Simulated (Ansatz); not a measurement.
Ansatz (an electronic-structure program) job for C2H8GeSe, SMILES CC[Se][GeH3], PBE0-D3(BJ)/def2-SVP. 

Ansatz 0.2 input:
```yaml
crystal:
  periodic: [false, false, false]
  atoms:
    - {symbol: Se, position_ang: [0.50108061, 0.47755541, 0.82160035]}
    - {symbol: C, position_ang: [1.81424985, -0.66095641, -0.13839448]}
    - {symbol: C, position_ang: [1.97975857, -0.26665898, -1.59038174]}
    - {symbol: H, position_ang: [1.47492327, -1.69359013, -0.04087963]}
    - {symbol: H, position_ang: [2.74796977, -0.54030588, 0.41241566]}
    - {symbol: H, position_ang: [2.27884030, 0.77623726, -1.67313475]}
    - {symbol: H, position_ang: [1.04474474, -0.40350424, -2.13547347]}
    - {symbol: H, position_ang: [2.74488169, -0.88579526, -2.05668684]}
    - {symbol: Ge, position_ang: [-1.39358763, -0.21180339, -0.32276267]}
    - {symbol: H, position_ang: [-1.31073345, -1.68995942, -0.59516566]}
    - {symbol: H, position_ang: [-2.60869566, 0.06604990, 0.50513504]}
    - {symbol: H, position_ang: [-1.57791770, 0.47738488, -1.64955908]}
basis:
  gaussian:
    orbitals: def2-SVP
hamiltonian:
  xc: pbe0
  dispersion: d3bj
relax: {f_tol: 0.002, max_steps: 200}
```

It prints:

```
WARN ansatz: RAYON_NUM_THREADS=1 ignored (pool sized by the plan → 1); use --threads N
Functional definition: PBE0
integrals: 0.11 GiB planned
1438 factors; integrals over basis functions are off by at most 3.5e-4 eV
mean field: 0.83 GiB planned
mean field evaluation 1: about -124033.8409 eV, gradient 4.5e1 eV
mean field evaluation 2: about -124030.9113 eV, gradient 5.5e1 eV
mean field evaluation 4: about -124038.5787 eV, gradient 2.3e0 eV
mean field evaluation 8: about -124038.6113 eV, gradient 7.3e-2 eV
mean field evaluation 16: about -124038.6113 eV, gradient 1.7e-5 eV
mean field -124038.61132785 eV, -4558.3348899082 hartree, gradient 1.7e-5 eV, S^2 0.000000; 0 other end points of the search recorded, 0 dependent functions left out
the calculation of the forces begins
reference -124038.61135673 eV, -4558.3348909692 hartree; 43, 43 occupied and 89, 89 virtual orbitals, 1438 factors
relax step   1: F+E_penalty+E_count = -124038.86915557 eV  Δ(F+E_penalty+E_count) = +0.000e0 eV  max|allowed force component| = 6.919e-1 eV/Å  Δτ_max = 0.0000 Å  (26 SCF iters, accepted)
these checks for a lower state are left out or cut short: starts, cluster_reference, orbital_swaps, neighbouring_geometries, increment
integrals: 0.11 GiB planned
1438 factors; integrals over basis functions are off by at most 3.7e-4 eV
mean field: 0.83 GiB planned
mean field -124038.67662398 eV, -4558.3372894966 hartree, gradient 5.8e-5 eV, S^2 0.000000; 0 other end points of the search recorded, 0 dependent functions left out
the calculation of the forces begins
reference -124038.67665272 eV, -4558.3372905525 hartree; 43, 43 occupied and 89, 89 virtual orbitals, 1438 factors
relax step   2: F+E_penalty+E_count = -124038.93344502 eV  Δ(F+E_penalty+E_count) = -6.429e-2 eV  max|allowed force component| = 2.475e-1 eV/Å  Δτ_max = 0.0814 Å  (25 SCF iters, accepted)
these checks for a lower state are left out or cut short: starts, cluster_reference, orbital_swaps, neighbouring_geometries, increment
integrals: 0.11 GiB planned
1438 factors; integrals over basis functions are off by at most 3.7e-4 eV
mean field: 0.82 GiB planned
mean field -124038.68622358 eV, -4558.3376422752 hartree, gradient 5.8e-5 eV, S^2 0.000000; 0 other end points of the search recorded, 0 dependent functions left out
the calculation of the forces begins
reference -124038.68625247 eV, -4558.3376433368 hartree; 43, 43 occupied and 89, 89 virtual orbitals, 1438 factors
relax step   3: F+E_penalty+E_count = -124038.94144046 eV  Δ(F+E_penalty+E_count) = -7.995e-3 eV  max|allowed force component| = 1.256e-1 eV/Å  Δτ_max = 0.0524 Å  (24 SCF iters, accepted)
these checks for a lower state are left out or cut short: starts, cluster_reference, orbital_swaps, neighbouring_geometries, increment
integrals: 0.11 GiB planned
1438 factors; integrals over basis functions are off by at most 3.7e-4 eV
mean field: 0.82 GiB planned
mean field -124038.68745459 eV, -4558.3376875142 hartree, gradient 5.6e-5 eV, S^2 0.000000; 0 other end points of the search recorded, 0 dependent functions left out
the calculation of the forces begins
reference -124038.68748345 eV, -4558.3376885747 hartree; 43, 43 occupied and 89, 89 virtual orbitals, 1438 factors
relax step   4: F+E_penalty+E_count = -124038.94323734 eV  Δ(F+E_penalty+E_count) = -1.797e-3 eV  max|allowed force component| = 5.278e-2 eV/Å  Δτ_max = 0.0172 Å  (26 SCF iters, accepted)
these checks for a lower state are left out or cut short: starts, cluster_reference, orbital_swaps, neighbouring_geometries, increment
integrals: 0.11 GiB planned
1438 factors; integrals over basis functions are off by at most 3.7e-4 eV
mean field: 0.82 GiB planned
mean field evaluation 32: about -124038.6607 eV, gradient 1.7e0 eV
mean field -124038.68834184 eV, -4558.3377201200 hartree, gradient 5.8e-5 eV, S^2 0.000000; 0 other end points of the search recorded, 0 dependent functions left out
the calculation of the forces begins
reference -124038.68837065 eV, -4558.3377211788 hartree; 43, 43 occupied and 89, 89 virtual orbitals, 1438 factors
relax step   5: F+E_penalty+E_count = -124038.94401753 eV  Δ(F+E_penalty+E_count) = -7.802e-4 eV  max|allowed force component| = 3.488e-2 eV/Å  Δτ_max = 0.0610 Å  (24 SCF iters, accepted)
these checks for a lower state are left out or cut short: starts, cluster_reference, orbital_swaps, neighbouring_geometries, increment
integrals: 0.11 GiB planned
1438 factors; integrals over basis functions are off by at most 3.7e-4 eV
mean field: 0.83 GiB planned
[...]
integrals: 0.11 GiB planned
1438 factors; integrals over basis functions are off by at most 3.7e-4 eV
mean field: 0.83 GiB planned
mean field -124038.68992263 eV, -4558.3377782129 hartree, gradient 5.6e-5 eV, S^2 0.000000; 0 other end points of the search recorded, 0 dependent functions left out
the calculation of the forces begins
reference -124038.68995142 eV, -4558.3377792711 hartree; 43, 43 occupied and 89, 89 virtual orbitals, 1438 factors
relax step  10: F+E_penalty+E_count = -124038.94488502 eV  Δ(F+E_penalty+E_count) = -1.659e-4 eV  max|allowed force component| = 7.528e-3 eV/Å  Δτ_max = 0.0146 Å  (25 SCF iters, accepted)
these checks for a lower state are left out or cut short: starts, cluster_reference, orbital_swaps, neighbouring_geometries, increment
integrals: 0.11 GiB planned
1438 factors; integrals over basis functions are off by at most 3.7e-4 eV
mean field: 0.83 GiB planned
mean field evaluation 64: about -124038.6721 eV, gradient 2.5e-3 eV
mean field -124038.69029686 eV, -4558.3377919657 hartree, gradient 5.7e-5 eV, S^2 0.000000; 0 other end points of the search recorded, 0 dependent functions left out
the calculation of the forces begins
reference -124038.69032565 eV, -4558.3377930237 hartree; 43, 43 occupied and 89, 89 virtual orbitals, 1438 factors
relax step  11: F+E_penalty+E_count = -124038.94493967 eV  Δ(F+E_penalty+E_count) = -5.465e-5 eV  max|allowed force component| = 1.716e-2 eV/Å  Δτ_max = 0.0299 Å  (24 SCF iters, accepted)
these checks for a lower state are left out or cut short: starts, cluster_reference, orbital_swaps, neighbouring_geometries, increment
integrals: 0.11 GiB planned
1438 factors; integrals over basis functions are off by at most 3.7e-4 eV
mean field: 0.83 GiB planned
mean field -124038.69053326 eV, -4558.3378006533 hartree, gradient 5.7e-5 eV, S^2 0.000000; 0 other end points of the search recorded, 0 dependent functions left out
the calculation of the forces begins
reference -124038.69056206 eV, -4558.3378017114 hartree; 43, 43 occupied and 89, 89 virtual orbitals, 1438 factors
relax step  12: F+E_penalty+E_count = -124038.94497090 eV  Δ(F+E_penalty+E_count) = -3.123e-5 eV  max|allowed force component| = 1.387e-2 eV/Å  Δτ_max = 0.0357 Å  (25 SCF iters, accepted)
these checks for a lower state are left out or cut short: starts, cluster_reference, orbital_swaps, neighbouring_geometries, increment
integrals: 0.11 GiB planned
1438 factors; integrals over basis functions are off by at most 3.7e-4 eV
mean field: 0.83 GiB planned
mean field -124038.69054342 eV, -4558.3378010267 hartree, gradient 2.1e-5 eV, S^2 0.000000; 0 other end points of the search recorded, 0 dependent functions left out
the calculation of the forces begins
reference -124038.69057223 eV, -4558.3378020852 hartree; 43, 43 occupied and 89, 89 virtual orbitals, 1438 factors
relax step  13: F+E_penalty+E_count = -124038.94499823 eV  Δ(F+E_penalty+E_count) = -2.733e-5 eV  max|allowed force component| = 1.309e-2 eV/Å  Δτ_max = 0.0098 Å  (22 SCF iters, accepted)
these checks for a lower state are left out or cut short: starts, cluster_reference, orbital_swaps, neighbouring_geometries, increment
integrals: 0.11 GiB planned
1438 factors; integrals over basis functions are off by at most 3.7e-4 eV
mean field: 0.83 GiB planned
mean field -124038.69049677 eV, -4558.3377993121 hartree, gradient 8.4e-6 eV, S^2 0.000000; 0 other end points of the search recorded, 0 dependent functions left out
the calculation of the forces begins
reference -124038.69052557 eV, -4558.3378003704 hartree; 43, 43 occupied and 89, 89 virtual orbitals, 1438 factors
relax step  14: F+E_penalty+E_count = -124038.94501792 eV  Δ(F+E_penalty+E_count) = -1.969e-5 eV  max|allowed force component| = 4.426e-3 eV/Å  Δτ_max = 0.0059 Å  (22 SCF iters, accepted)
these checks for a lower state are left out or cut short: starts, cluster_reference, orbital_swaps, neighbouring_geometries, increment
integrals: 0.11 GiB planned
1438 factors; integrals over basis functions are off by at most 3.7e-4 eV
mean field: 0.83 GiB planned
mean field -124038.69051675 eV, -4558.3378000463 hartree, gradient 3.2e-5 eV, S^2 0.000000; 0 other end points of the search recorded, 0 dependent functions left out
the calculation of the forces begins
reference -124038.69054554 eV, -4558.3378011046 hartree; 43, 43 occupied and 89, 89 virtual orbitals, 1438 factors
relax step  15: F+E_penalty+E_count = -124038.94502090 eV  Δ(F+E_penalty+E_count) = -2.979e-6 eV  max|allowed force component| = 4.046e-3 eV/Å  Δτ_max = 0.0030 Å  (19 SCF iters, accepted)
these checks for a lower state are left out or cut short: starts, cluster_reference, orbital_swaps, neighbouring_geometries, increment
integrals: 0.11 GiB planned
1438 factors; integrals over basis functions are off by at most 3.7e-4 eV
mean field: 0.83 GiB planned
mean field -124038.69054372 eV, -4558.3378010374 hartree, gradient 7.4e-5 eV, S^2 0.000000; 0 other end points of the search recorded, 0 dependent functions left out
the calculation of the forces begins
reference -124038.69057251 eV, -4558.3378020957 hartree; 43, 43 occupied and 89, 89 virtual orbitals, 1438 factors
relax step  16: F+E_penalty+E_count = -124038.94502407 eV  Δ(F+E_penalty+E_count) = -3.168e-6 eV  max|allowed force component| = 2.240e-3 eV/Å  Δτ_max = 0.0046 Å  (19 SCF iters, accepted)
these checks for a lower state are left out or cut short: starts, cluster_reference, orbital_swaps, neighbouring_geometries, increment
integrals: 0.11 GiB planned
1438 factors; integrals over basis functions are off by at most 3.7e-4 eV
mean field: 0.83 GiB planned
mean field evaluation 96: about -124038.6905 eV, gradient 1.8e-5 eV
mean field -124038.69054592 eV, -4558.3378011185 hartree, gradient 1.8e-5 eV, S^2 0.000000; 0 other end points of the search recorded, 0 dependent functions left out
the calculation of the forces begins
reference -124038.69057472 eV, -4558.3378021768 hartree; 43, 43 occupied and 89, 89 virtual orbitals, 1438 factors
relax step  17: F+E_penalty+E_count = -124038.94502467 eV  Δ(F+E_penalty+E_count) = -5.988e-7 eV  max|allowed force component| = 1.583e-3 eV/Å  Δτ_max = 0.0008 Å  (18 SCF iters, accepted)
integrals: 0.11 GiB planned
1438 factors; integrals over basis functions are off by at most 3.7e-4 eV
mean field: 0.83 GiB planned
mean field -124038.69054592 eV, -4558.3378011185 hartree, gradient 1.8e-5 eV, S^2 0.000000; 1 other end points of the search recorded, 0 dependent functions left out
the calculation of the forces begins
reference -124038.69057472 eV, -4558.3378021768 hartree; 43, 43 occupied and 89, 89 virtual orbitals, 1438 factors
Total energy: -124038.94505346 eV, -4558.3471540981 hartree
Atom 0 at     0.496208     0.427736     0.830365 Å, force     0.000216     0.000002    -0.000232 eV/Å
Atom 1 at     1.791052    -0.664859    -0.172947 Å, force     0.000456    -0.000135    -0.001293 eV/Å
Atom 2 at     2.022781    -0.216791    -1.600378 Å, force    -0.001067     0.000196     0.001583 eV/Å
Atom 3 at     1.458984    -1.712297    -0.118130 Å, force     0.000459    -0.000353    -0.000184 eV/Å
Atom 4 at     2.711488    -0.585789     0.424982 Å, force    -0.000286     0.000450     0.000592 eV/Å
Atom 5 at     2.346475     0.833598    -1.641384 Å, force     0.000071    -0.000650    -0.000180 eV/Å
Atom 6 at     1.110211    -0.307577    -2.209463 Å, force     0.000339     0.000359    -0.000223 eV/Å
Atom 7 at     2.801499    -0.836325    -2.075129 Å, force    -0.000082    -0.000080    -0.000152 eV/Å
Atom 8 at    -1.440684    -0.260196    -0.305374 Å, force    -0.000765     0.001205     0.001092 eV/Å
Atom 9 at    -1.441037    -1.798335    -0.408472 Å, force    -0.000004    -0.000396    -0.000124 eV/Å
Atom 10 at    -2.629867     0.228815     0.536135 Å, force     0.000733    -0.000470    -0.000660 eV/Å
Atom 11 at    -1.531597     0.336674    -1.723493 Å, force    -0.000070    -0.000128    -0.000218 eV/Å
Dipole moment:     0.093170    -0.187958    -0.226994 e Å
```

The calculation finished and met its thresholds.

Cost: roughly 110 core-seconds.
